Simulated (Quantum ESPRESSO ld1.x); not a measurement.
Task: The mean radii <r> (bohr) of the occupied orbitals of an atom or ion are listed with their occupations. Calculated with ld1.x of Quantum ESPRESSO 7.5: Dirac Kohn-Sham, LDA (Slater exchange, VWN5 correlation), spin-unpolarised, spherical densities, point nucleus.

orbital  occ.      <r>
1s1/2       2  0.02038
2s1/2       2  0.08594
2p1/2       2  0.07149
2p3/2       4  0.07877
3s1/2       2   0.2251
3p1/2       2   0.2148
3p3/2       4   0.2285
3d3/2       4   0.2013
3d5/2       6   0.2056
4s1/2       2   0.5084
4p1/2       2   0.5173
4p3/2       4   0.5491
4d3/2       4   0.5777
4d5/2       6   0.5890
5s1/2       2    1.253
5p1/2       2    1.417
5p3/2       4    1.531
4f5/2       6   0.8164
4f7/2       6   0.8380
6s1/2       1    3.584

Name the element and its charge. Open shells, if any, fill j = l - 1/2 first.

Result: Z = 68, erbium, charge +1: Er+ in [Xe] 4f12 6s1. The 1s radius gives Z: for a bare nucleus <r> = (2 gamma + 1)/(2Z) with gamma = sqrt(1 - (Z/c)^2), 0.02012 bohr for Z = 68, and screening makes it slightly larger (0.02038 here). The occupations add up to 67, and the charge is Z minus that.
